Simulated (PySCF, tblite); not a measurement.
Isomers of C8H8OSi, one GFN2-xTB conformer each. Single-point energies are computed at PBE0/pcSseg-1 (PySCF, gas phase, no added dispersion term), electronic only.

| SMILES | GFN2-xTB relative energy (kcal/mol) |
| --- | --- |
| C1=CC(c2ccco2)=C[SiH2]1 | 0.0 |
| C=CC[SiH2]C#CC#CC=O | 77.8 |
| C=C(C)[SiH2]C#CC#CC=O | 76.8 |

Conformers: `[CH:1]1=[CH:2][C:3]([c:4]2[cH:5][cH:6][cH:7][o:8]2)=[CH:9][SiH2:10]1` with C2–C3–C4–C5 0°; `[CH2:1]=[CH:2][CH2:3][SiH2:4][C:5]#[C:6][C:7]#[C:8][CH:9]=[O:10]` with C1–C2–C3–Si4 -107°, C2–C3–Si4–C5 -60°; `[CH2:1]=[C:2]([CH3:3])[SiH2:4][C:5]#[C:6][C:7]#[C:8][CH:9]=[O:10]` with C1–C2–Si4–C5 -4°.

**Question.** What does PBE0/pcSseg-1 give for the same structures?

**Answer.** 
```csv
SMILES,PBE0/pcSseg-1 E (Eh),PBE0/pcSseg-1 (kcal/mol),GFN2-xTB (kcal/mol),point group
C1=CC(c2ccco2)=C[SiH2]1,-673.69759,0.0,0.0,Cs
C=C(C)[SiH2]C#CC#CC=O,-673.59288,65.7,76.8,C1
C=CC[SiH2]C#CC#CC=O,-673.59249,66.0,77.8,C1
```

Both levels put the same isomer lowest; measured from each level's own lowest isomer, the values differ by up to 11.8 kcal/mol (C=CC[SiH2]C#CC#CC=O: 77.8 against 66.0). As drawn, the lowest has an aromatic ring, which the highest lacks; the highest has a C=O bond and a C≡C bond, which the lowest lacks. Neighbours under 2.5 kcal/mol apart (C=C(C)[SiH2]C#CC#CC=O and C=CC[SiH2]C#CC#CC=O) can change places with a better method, another conformer or zero-point energy.

**Question.** Which frontier levels, dipoles and rotational constants go with these structures?

**Answer.** 
```
                 SMILES  HOMO (eV, PBE0/pcSseg-1)  LUMO (eV)  dipole (D)       A, B, C (MHz)
C1=CC(c2ccco2)=C[SiH2]1                     -6.07      -1.72        1.11  3732, 655.6, 561.3
  C=C(C)[SiH2]C#CC#CC=O                     -7.87      -2.77        4.09  3742, 313.6, 294.1
    C=CC[SiH2]C#CC#CC=O                     -7.44      -2.79        4.05  2470, 328.0, 299.3
```

**Question.** What happens when harmonic zero-point energies from GFN2-xTB frequencies are added?

**Answer.** 
```tsv
SMILES	ZPE (kcal/mol)	electronic (kcal/mol)	with ZPE (kcal/mol)
C1=CC(c2ccco2)=C[SiH2]1	80.8	0.0	0.0
C=C(C)[SiH2]C#CC#CC=O	76.5	65.7	61.4
C=CC[SiH2]C#CC#CC=O	76.5	66.0	61.7
```

The zero-point energies span 4.3 kcal/mol. The order is unchanged.
